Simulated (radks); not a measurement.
Values are calculated unless marked as measured or tabulated.
All-electron atom: neutral fluorine in [He] 2s2 2p5. Level of theory: non-relativistic Kohn-Sham, PBEsol, spin-unpolarised, spherical densities, point nucleus (a radial shooting solver on a logarithmic mesh with Libxc functionals).

Normalised radial functions P(r) = r R(r), r in bohr:

r,2s
0.006867,0.0786
0.008523,0.0961
0.01049,0.1162
0.01302,0.1409
0.01604,0.1688
0.01974,0.2007
0.0245,0.2383
0.03017,0.2781
0.03714,0.3204
0.0461,0.3645
0.05676,0.4037
0.07044,0.4357
0.08673,0.4509
0.1068,0.4423
0.1325,0.3977
0.1632,0.3109
0.2009,0.1744
0.2493,-0.0204
0.307,-0.2496
0.381,-0.5080
0.4691,-0.7427
0.5775,-0.9237
0.7168,-1.0172
0.8825,-0.9985
1.095,-0.8755
1.349,-0.6905
1.66,-0.4846
2.061,-0.2922
2.537,-0.1540
3.124,-0.0682
3.877,-0.0234

2s: eigenvalue -29.641 eV, 1 radial node at r = 0.244 bohr, <r> = 1.01 bohr, 90 % of the charge inside 1.62 bohr.
